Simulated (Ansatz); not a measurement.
Question: Predict a relaxed structure of ReO₂⁻ (the lowest singlet isomer of a short search), charge -1, singlet, at PBE-D4/def2-TZVPD (Ansatz).

Answer: 
```tsv
atom	x (Å)	y (Å)	z (Å)
Re1	0.234	0.482	0.013
O2	-1.135	0.281	-1.024
O3	0.901	-0.763	1.011
```
Point group C2v (tolerance 0.1 Å). The metal has 2 neighbours: O 1.73 Å, O 1.73 Å. This is one stationary point.

In the def2 sets Re takes a core potential; there is no spin–orbit coupling. The restricted singlet is unstable: a solution with broken spin symmetry lies lower. The highest occupied level of the charge -1 singlet lies above zero (up to 0.96 eV). Its loss leaves the charge 0 doublet, which lies 1.95 eV higher (vertical, at PBE-D4/def2-TZVPD), but this difference is unsure: the doublet is doubtful (geometry relaxed on an unsound state). The relaxation made no stability test and no search for a lower SCF solution. At PBE-D4/def2-TZVPD a triplet of charge -1 lies 0.67 eV below the restricted singlet, each at its own geometry. The structure comes from a short search, and lower isomers may exist.
